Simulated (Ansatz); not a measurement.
Problem. Name a neutral molecule of C, Ga, N and H with LUMO energy (B3LYP/def2-TZVPP) between -0.85 and -0.55 eV and HOMO–LUMO gap (B3LYP/def2-TZVPP) between 5.70 and 6.00 eV (Ansatz, PBE0-D4/def2-TZVP geometry).

Solution. `C[NH][GaH][CH3]` (-0.56 eV, 5.78 eV). Other molecules can fit too; these were computed, each in one conformer that needn't be the lowest.

B3LYP here is the variant with VWN-RPA as its local correlation; programs differ in this.
